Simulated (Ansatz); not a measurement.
Input file for CH5NSiTe (`C1N[SiH2][Te]1`):

```yaml
crystal:
  periodic: [false, false, false]
  atoms:
    - {symbol: C, position_ang: [-0.193622, 0.960731, -0.814930]}
    - {symbol: N, position_ang: [0.691917, 0.304317, 0.119911]}
    - {symbol: Si, position_ang: [-0.057475, -1.094821, 0.767392]}
    - {symbol: Te, position_ang: [-1.928256, -0.377079, -0.703770]}
    - {symbol: H, position_ang: [0.175312, 0.975256, -1.842940]}
    - {symbol: H, position_ang: [-0.500732, 1.963237, -0.508703]}
    - {symbol: H, position_ang: [1.602907, 0.703059, 0.275551]}
    - {symbol: H, position_ang: [0.599577, -2.394514, 0.453296]}
    - {symbol: H, position_ang: [-0.301229, -1.086486, 2.236992]}
basis:
  gaussian: {orbitals: def2-TZVPP}
correlation: {method: ccsd_t}
```

```sh
$ ansatz run in.yaml --threads 4 --pin off --events-out ev --progress --plain --max-ram 10444MiB
```

Log, shortened:

```
Functional definition: HF
1486 factors; integrals over basis functions are off by at most 1.0e-3 eV
mean field evaluation 1: about -17717.6579 eV, gradient 3.3e1 eV
mean field evaluation 2: about -17717.9388 eV, gradient 3.4e1 eV
mean field evaluation 4: about -17720.6298 eV, gradient 4.1e0 eV
mean field evaluation 8: about -17720.6867 eV, gradient 2.5e-1 eV
mean field -17720.68715359 eV, -651.2232413813 hartree, gradient 4.7e-6 eV, S^2 0.000000; 0 other end points of the search recorded, 0 dependent functions left out
11 core orbitals not correlated: weight in the atoms' cores, before any rotation towards them, 1.000 or more for the frozen orbitals, at most 0.000 for the correlated occupied ones
reference -17720.68715359 eV, -651.2232413813 hartree; 17, 17 occupied and 196, 196 virtual orbitals, 1486 factors
second order -26.23086030 eV of doubles, -0.00000000 eV of singles
cycle   1  -25.53833807 eV  change    6.9e-1 eV  update   1.1e-1
cycle   2  -26.22008091 eV  change   -6.8e-1 eV  update   3.1e-2
cycle   3  -26.31590847 eV  change   -9.6e-2 eV  update   1.4e-2
cycle   4  -26.29692743 eV  change    1.9e-2 eV  update   3.3e-3
cycle   5  -26.29861562 eV  change   -1.7e-3 eV  update   1.5e-3
cycle   6  -26.29921537 eV  change   -6.0e-4 eV  update   4.6e-4
cycle   7  -26.29876114 eV  change    4.5e-4 eV  update   1.7e-4
cycle   8  -26.29877371 eV  change   -1.3e-5 eV  update   6.0e-5
cycle   9  -26.29881340 eV  change   -4.0e-5 eV  update   1.9e-5
perturbative correction -0.93248566 eV, -0.0342682160 hartree
Total energy: -17747.91845265 eV, -652.2239731635 hartree
```

It took 86 s on 4 threads of an Arm Neoverse V2 on a shared host, with 3.9 GiB of host memory at the peak.

The correlation energy is -27.231 eV, 3.4 % of it from (T); the T1 diagnostic reads 0.0108.
